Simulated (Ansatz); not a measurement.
Geometry optimisation, Ansatz, RKS PBE-D4/def2-TZVP.

The input (input.yaml):

```yaml
crystal:
  periodic: [false, false, false]
  atoms:
    - { symbol: W, position_ang: [0.173837, 0.156587, -0.52844] }
    - { symbol: O, position_ang: [0.244731, 0.089719, 2.59847] }
    - { symbol: H, position_ang: [-0.674983, 0.40176, 2.663427] }
    - { symbol: H, position_ang: [1.535827, -0.577009, 0.135999] }
    - { symbol: H, position_ang: [-0.643685, 1.3953, 0.281635] }
    - { symbol: H, position_ang: [-1.346891, -0.255771, 0.071476] }
    - { symbol: H, position_ang: [-0.014969, -1.439896, -0.031909] }
    - { symbol: H, position_ang: [0.242869, 0.357645, -2.256596] }
    - { symbol: H, position_ang: [1.194292, 1.190361, 0.378339] }
    - { symbol: H, position_ang: [0.718072, 0.836104, 2.1467] }
basis:
  gaussian: { orbitals: def2-TZVP }
hamiltonian:
  xc: pbe
  dispersion: d4
relax:
  f_tol: 0.03
  max_steps: 50
output:
  orbitals: {}
```

Command:

```bash
$ ansatz run input.yaml --threads 4 --pin off --max-ram 5120MiB --backend cpu --events-out ev --progress --plain --runs-dir out
```

Where does it end, and by what steps?

The run converged. After 7 steps the energy has fallen by 0.190 eV; O2 moved furthest, 0.45 Å. Joined: W1–O2 (3.13 → 2.59 Å).

```
step  energy less start (eV)  largest force component (eV/Å)  accepted
   0                  0.0000                           0.609       yes
   1                 -0.0374                           1.865       yes
   2                 -0.1068                           1.211       yes
   3                 -0.0861                           2.094        no
   4                 -0.1555                           0.741       yes
   5                 -0.1832                           0.299       yes
   6                 -0.1896                           0.032       yes
   7                 -0.1897                           0.015       yes
```

```xyz
10
Properties=species:S:1:pos:R:3
W 0.169 0.169 -0.427
O 0.193 0.012 2.156
H -0.715 0.286 2.371
H 1.575 -0.520 0.197
H -0.600 1.489 0.303
H -1.351 -0.188 0.223
H 0.013 -1.403 0.157
H 0.162 0.253 -2.183
H 1.235 1.280 0.278
H 0.748 0.778 2.386
```

Whether the end is a true minimum wasn't checked by a vibrational analysis.

Run time: 9.6 s on 4 threads of Arm Neoverse V1, with other jobs on the host, peak memory 0.19 GiB.
